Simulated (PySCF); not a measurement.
## Working out the excitation energy of Zn

Zn [Ar] 3d10 4s2 (1S) → Zn [Ar] 3d10 4s1 5s1 (3S). Computed with PySCF 2.14 in aug-cc-pVDZ-DK (7s6p4d2f, 59 functions), with the spin-free X2C one-electron Hamiltonian (Gaussian nucleus). Frozen: [Ar]. Energies in hartree (1 hartree = 27.21139 eV):

| part | Zn (lower) | Zn (upper) |
| --- | --- | --- |
| UHF | -1794.266493 | -1794.074482 |
| CCSD correlation | -0.428512 | -0.382525 |
| (T) | -0.012816 | -0.008750 |

**Question.** What does Hartree-Fock give?

**Answer.** (-1794.074482) − (-1794.266493) = 0.192011 hartree = 5.225 eV.

**Question.** What do CCSD and CCSD(T) give?

**Answer.** The CCSD correlation energies differ by 0.045987 hartree = 1.251 eV and the triples by 0.004066 hartree = 0.111 eV, so CCSD gives 6.476 eV and CCSD(T) 6.587 eV.

Measured between the centres of the two terms (NIST): 6.655 eV, so CCSD(T) (valence) is off by -0.068 eV.

A double-zeta basis recovers only part of the correlation energy.

What remains against the reference includes basis incompleteness, the frozen core and higher excitations.
